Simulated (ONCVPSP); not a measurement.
**Pseudopotential generation for holmium (Ho): ONCV, PBE, scalar-relativistic.**

- Element: holmium (Ho)
- Generator: ONCVPSP 4.0.1
- Type: optimised norm-conserving Vanderbilt (ONCV)
- Functional: PBE
- Relativity: scalar-relativistic
- Frozen core: [Kr] 4d10
- Valence charge: 21
- Reference configuration: 4f11 5s2 5p6 5d0.5 6s1.5
- Partial waves: 5s+6s: rc 2.40 bohr, ncon 5, nbas 8, qcut 4.1 1/bohr, 2 projectors; 5p: rc 2.25 bohr, ncon 5, nbas 10, qcut 7.7 1/bohr, 1 projector; 5d: rc 3.65 bohr, ncon 4, nbas 8, qcut 4.5 1/bohr, 2 projectors, debl 1.9 Ha; 4f: rc 0.95 bohr, ncon 4, nbas 9, qcut 21.9 1/bohr, 2 projectors, debl 3.6 Ha
- Local potential: polynomial inside 0.65 bohr (lpopt 5, dvloc0 0 Ha)
- Core correction: none

Poles of the logarithmic derivatives, all-electron (AE) and pseudo (PS). Narrow ghost or core levels that the grid stepped over were put in at their known energies. s: poles at -1.7, 2.5 (AE) and -1.7, 2.2, 3.3 (PS) Ha. p: poles at -0.6, 4.2 (AE) and -0.6, 3.4 (PS) Ha. d: poles at 0.1, 1.6, 4.1 (AE) and -2.1, 0.1, 1.6, 4.4 (PS) Ha. f: poles at 2.0 (AE) and 2.0 (PS) Ha. Test radii: s 2.43, p 2.29, d 3.70, f 0.96 bohr.

* Cutoffs needed: 165 Ha and 274 Ha (the cutoffs (Ha) at which the residual kinetic energy of the hardest occupied pseudo-wave falls to 1 and 0.1 mHa per electron)
* Ghost test: ghosts flagged at negative energy: s at -593.3 eV, p at -361.6 eV, d at -56.1 eV; GHOST(+) flagged for s at 72.4 eV; a true bound ghost makes a file unfit for plane-wave use
* Configuration tests: tests left out (the all-electron energies of this program are off by 10 to 40 meV for near-neutral 4f atoms)
